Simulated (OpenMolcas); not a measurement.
Ar3+: effect of the active space

| Property | Result |
| --- | --- |
| Program | OpenMolcas 26.06 |
| Method | XMS-CASPT2 or its RAS form, IPEA 0.25 Eh, imaginary shift 0.1 Eh |
| Basis | ANO-RCC-VTZP |
| Scalar Hamiltonian | DKH2, point nucleus |
| Spin-orbit coupling | RASSI with atomic mean-field integrals over the reference wave functions, term energies averaged over their components |

A. 3 electrons in 3 orbitals (3p); 2S+1 = 4 odd, 1 root; 2S+1 = 2 odd, 8 roots; closed shells correlated: 2s 2p 3s; CASPT2 step of the order of 0.7 core-seconds
B. 5 electrons in 4 orbitals (3s 3p); 2S+1 = 4 odd, 1 root; 2S+1 = 2 odd, 8 roots; 2S+1 = 4 even, 3 roots; 2S+1 = 2 even, 9 roots; closed shells correlated: 2s 2p; CASPT2 step of the order of 1.4 core-seconds
C. 5 electrons in 8 orbitals (3s 3p 4s 4p); 2S+1 = 4 odd, 1 root; 2S+1 = 2 odd, 8 roots; 2S+1 = 4 even, 3 roots; 2S+1 = 2 even, 9 roots; closed shells correlated: 2s 2p; CASPT2 step of the order of 7 core-seconds
D. 5 electrons in 9 orbitals (RAS2 3s 3p; RAS3 3d, at most 2 electrons); 2S+1 = 4 odd, 1 root; 2S+1 = 2 odd, 11 roots; 2S+1 = 4 even, 3 roots; 2S+1 = 2 even, 9 roots; closed shells correlated: 2s 2p; CASPT2 step roughly 13 core-seconds

Energies in cm-1 above 3s2 3p3 4S* 3/2, the measured ground level; measured values from Saloman, J. Phys. Chem. Ref. Data 39, 033101 (2010).

| Level | A | B | C | D | Measured |
| --- | --- | --- | --- | --- | --- |
| 3s2 3p3 4S* 3/2 | 0.0 | 0.0 | 0.0 | 0.0 | 0.0 |
| 3s2 3p3 2D* 3/2 | 21830 | 22070 | 22300 | 21920 | 21091 |
| 3s2 3p3 2D* 5/2 | 21930 | 22190 | 22420 | 22020 | 21220 |
| 3s2 3p3 2P* 1/2 | 36490 | 35630 | 36120 | 36240 | 34855 |
| 3s2 3p3 2P* 3/2 | 36630 | 35740 | 36240 | 36350 | 35032 |

Deviations, from unrounded energies. A percentage is the sum of absolute deviations over the sum of measured energies, with the sign that they share, or ± where signs differ.

```tsv
Against measurement	Levels	A	B	C	D
mean absolute deviation (cm-1)	4	1200	860	1200	1100
other terms of the ground configuration (%)	4	+4.2	+3.1	+4.4	+3.9
```

B lies closest to measurement on these levels and C furthest from it. The largest miss of B in the table is 3s2 3p3 2D* 3/2, by +980 cm-1. The ranking rests on the paired levels alone, and a cruder setting can come out closer through cancelling errors.

The two smallest mean deviations differ by little beside CASPT2's spread within terms, so their order carries little weight.

Among A to D the level of the table that moves most is 3s2 3p3 2P* 3/2, by 890 cm-1 (lowest in B, highest in A). Moves below CASPT2's spread within the term are not significant.

CASPT2 does not keep the components of a term degenerate, so their means are used; among the terms shown or strongly mixed into the levels shown the widest spread is 1900 cm-1 (3s2 3p3 2D*, A). Over all roots computed the reference weight is 0.88 to 0.97 in B, 0.87 to 0.97 in C; the roots of lowest weight are the least certain, and an intruder state may touch them. With the s shell closed, the reference lacks s² → p² mixing (holds for A). Active for correlation alone: 4p 4s; no level in the range computed is led by a configuration that fills them, so any true level of that kind is missing (holds for C). The run also gave levels led by 3s2 3p2 3d, which use shells meant for correlation; these and all levels above them are left out (holds for D). Measured partners are found by configuration, term and J. A level has none where our copy of the source lacks it or the pairing is in doubt (some pairs that miss far off the trend of their configuration count as doubtful), and it then counts in no deviation. Only configurations of the active space appear. The table leaves out levels that lie high or whose names do not pair safely across all columns.

* marks odd parity.
